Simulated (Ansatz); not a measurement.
`O[Si](O)(S)[TeH]` + H₂O → `O[Si](O)(O)S` + H₂Te  (formal hydrolysis of the Si–Te bond)

Calculated with Ansatz (gas phase, PBE0-D4/def2-TZVP geometries, no zero-point term in ΔE). CBS: MP2 limit from def2 TZ/QZ plus the TZ coupled-cluster correction, frozen cores. This one scheme is used for every species. DFT in def2-TZVPP. B3LYP here is the variant with VWN-RPA as its local correlation; programs differ in this. def2 core potentials past Kr. For Te outer-core shells are correlated without core-valence functions, which leaves a few kJ/mol of doubt a bond. Each species was taken in one conformer, which may not be the lowest.

(1) Is it downhill or uphill in electronic energy at CCSD(T)/CBS, and by how much? (An estimate is asked.)

(2) What do these levels give: B3LYP-D4, CCSD/def2-SVP, CCSD/def2-TZVPP, HF/def2-QZVPP, MP2/def2-QZVPP, MP2/CBS(def2)? (Estimate.)

Largest T1 diagnostic among the species: 0.012.

## Answers

(1) Computed: Downhill: ΔE = -0.54 eV.

(2) Ansatz gave: B3LYP-D4 -0.60, CCSD/def2-SVP -0.70, CCSD/def2-TZVPP -0.71, HF/def2-QZVPP -0.91, MP2/def2-QZVPP -0.48, MP2/CBS(def2) -0.43 eV.

From BLYP to BHLYP (50 % exact exchange), in def2-TZVPP and without D4, ΔE moves by −0.12 eV. Leaving LDA and LC-ωPBE aside and taking each functional with its dispersion term where it has one, the values, not all of them listed here, spread over 0.29 eV, from B97M-V to revPBE-D4. LDA lies −0.07 eV from PBE without D4.
